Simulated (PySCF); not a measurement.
Species: C3H9O2Si2 (doublet state).
Geometry (GFN2-xTB, Å), atoms numbered from 1 in this order:
```
atom  x, y, z in Å
Si1    2.4362   -0.0532   -0.7225
C2     1.0531    0.7116    0.3364
C3    -0.0282   -0.3388    0.5083
C4    -1.3976    0.2535    0.9013
O5    -2.1464    0.4219   -0.2679
Si6   -1.5563   -0.4866   -1.4973
O7    -0.2120   -1.0068   -0.7186
H8     2.7744   -1.4063   -0.3042
H9     3.5923    0.8406   -0.7622
H10    1.4136    1.0356    1.3153
H11    0.6230    1.5828   -0.1611
H12    0.2889   -1.0875    1.2443
H13   -1.9341   -0.4245    1.5738
H14   -1.2854    1.2242    1.3914
H15   -2.3724   -1.6567   -1.7762
H16   -1.2566    0.3992   -2.6094
```

The hyperfine couplings belong to this conformer and change with its torsions.

The species is `[SiH2]C[C@H]1CO[SiH2]O1` [radical].

Computed with UKS B3LYP, pcH-1 on C H O Si, non-relativistic, mean-field spin-orbit, GIAO in PySCF 2.14.0. Isolated species at its GFN2-xTB geometry (one conformer only). A GFN2-xTB geometry isn't a minimum of the functional, and hyperfine couplings can be far from their values at a DFT geometry, by a factor of two or more for some ions and for spin on atoms past the first row. Stability of the SCF solution: not tested.

Problem. What is the g tensor, term by term?

Solution. 
```
                    Δg (ppm)     1     2     3
relativistic mass correction  -132  -132  -132
            gauge correction    12    30    32
   orbital Zeeman/spin–orbit    48  2016  2225
                       total   -72  1913  2125
```

So g = 2.00225, 2.00423, 2.00444 and g_iso = 2.00364; the tensor is close to axial: the two nearest values differ by 10 % of g3 − g1. 

Problem. What effective moment and Curie constant follow for a powder?

Solution. With the mean of g² = 4.0146 and S(S+1) = 0.75: μ_eff = √(⟨g²⟩S(S+1)) = 1.735 μB and χT = 0.12505·⟨g²⟩·S(S+1) = 0.377 cm³ K/mol (cgs; spin-Hamiltonian part alone).

Problem. Average each term over the three axes. Which is largest in size?

Solution. The orbital-Zeeman/spin–orbit term 1429, the mass correction -132 and the gauge correction 25 ppm, for a total of 1322 ppm. The orbital-Zeeman/spin–orbit term is the largest in size. The mass correction is the same along every axis, so the anisotropy comes from the other two: their spans along these axes are 20 (gauge) and 2177 ppm (orbital Zeeman/spin–orbit).

Problem. What are the electron Larmor frequencies g μB B/h along the three axes at 330 mT?

Solution. 9.2479, 9.2571, 9.2580 GHz for g1, g2 and g3, a range of 10.1 MHz.

Problem. In a frozen sample, at which fields do the three g values resonate at 9.5, 34, 94 and 263 GHz (hyperfine left aside), and which band first spreads them over more than twice a line width of 0.3 mT?

Solution. 
```
band    GHz  B(g3) mT  B(g2) mT  B(g1) mT  spread mT
   X    9.5    338.62    338.66    339.00       0.37
   Q   34.0   1211.92   1212.05   1213.25       1.33
   W   94.0   3350.60   3350.95   3354.27       3.68
   J  263.0   9374.55   9375.54   9384.83      10.29
```

The spread grows in proportion to the frequency. Q band is the first where it exceeds 0.6 mT.

The largest Mulliken spin population is on Si1 (+0.98). The angles at Si1 add up to 335.7°, so it is pyramidal.

The HOMO–LUMO gaps are 5.72 eV among the α and 5.55 eV among the β orbitals.

On an Arm Neoverse V1 with one thread, no GPU, shared host with 32 logical CPUs at a one-minute load of 33, this took 94 s of wall time (with the writing of density and orbital grids) and 1.0 GiB of memory at its peak.
